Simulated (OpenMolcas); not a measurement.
## Cr3+, Mo3+, W3+: d³ down the group

```yaml
Program: OpenMolcas
Method: RASSCF
Basis: ANO-RCC-VTZP
Scalar_Hamiltonian: DKH2, point nucleus
Spin-orbit_coupling: RASSI with atomic mean-field integrals over the reference wave functions, term energies averaged over their components
```

Active space for each ion: 9 electrons in 8 orbitals (RAS1 p, at most 2 holes; RAS2 d).

Computed levels in cm-1 above ⁴F_3/2:

```csv
Level,Cr3+,Mo3+,W3+
⁴F_5/2,257,787,3638
⁴F_7/2,608,1793,7169
⁴F_9/2,1046,2952,10192
⁴P_1/2,16726,12488,14425
⁴P_3/2,16833,12528,12956
⁴P_5/2,17144,13748,19370
²G_7/2,18258,14455,18367
²P_1/2,21590,17263,23124
²D_5/2(1),23750,19708,27180
weight of ⁴F in the lowest level (%),100,99,90
```

Mixed levels, with the weight of the term that names them: W3+ ⁴P_3/2 (53 %).

Measured, with the error of the calculation in %. Measured levels: Cr3+ from Sugar and Corliss, J. Phys. Chem. Ref. Data 6, 317 (1977); Mo3+ from Sugar and Musgrove, J. Phys. Chem. Ref. Data 17, 155 (1988); W3+ from the list in J. Phys. B 45, 035001 (2012).

```
    Level           Cr3+           Mo3+            W3+
   ⁴F_5/2     236 (+8.9)     778 (+1.2)    3537 (+2.9)
   ⁴F_7/2     556 (+9.4)    1760 (+1.9)    6745 (+6.3)
   ⁴F_9/2    946 (+10.6)    2865 (+3.1)   9256 (+10.1)
   ⁴P_1/2  14059 (+19.0)  10338 (+20.8)  11773 (+22.5)
   ⁴P_3/2  14177 (+18.7)  10331 (+21.3)               
   ⁴P_5/2  14471 (+18.5)  11612 (+18.4)  17190 (+12.7)
   ²G_7/2  15052 (+21.3)  11580 (+24.8)  15261 (+20.4)
   ²P_1/2  19519 (+10.6)  14348 (+20.3)  18365 (+25.9)
²D_5/2(1)  20664 (+14.9)  16809 (+17.2)  22766 (+19.4)
```

The fine-structure level ⁴F_9/2 changes by a factor of 9.74 from Cr3+ to W3+.

Without spin-orbit coupling ⁴P lies 16393, 11587, 11008 cm-1 above ⁴F in that order; the difference to the level ⁴P_1/2, of either sign, comes from spin-orbit coupling, which also lowers the zero.

Without dynamic correlation excited terms often stand tens of per cent too high (terms of higher spin than the ground term too low), and those without a measured partner can miss by more than the paired ones. Active for correlation alone: 3p; no level in the range computed is led by a configuration that opens it, so any true level of that kind is missing (holds for Cr3+). Active for correlation alone: 4p; no level in the range computed is led by a configuration that opens it, so any true level of that kind is missing (holds for Mo3+). Some levels mix across a computed gap that differs much from the measured one, so their mixing is not that of the real levels (holds for W3+). Active for correlation alone: 5p; no level in the range computed is led by a configuration that opens it, so any true level of that kind is missing (holds for W3+). Measured partners are found by configuration, term and J. A level has none where our copy of the source lacks it or the pairing is in doubt (some pairs that miss far off the trend of their configuration count as doubtful), and it then counts in no deviation. Only configurations of the active space appear.

A number in round brackets counts repeated terms of one configuration in the order of the reference energies.
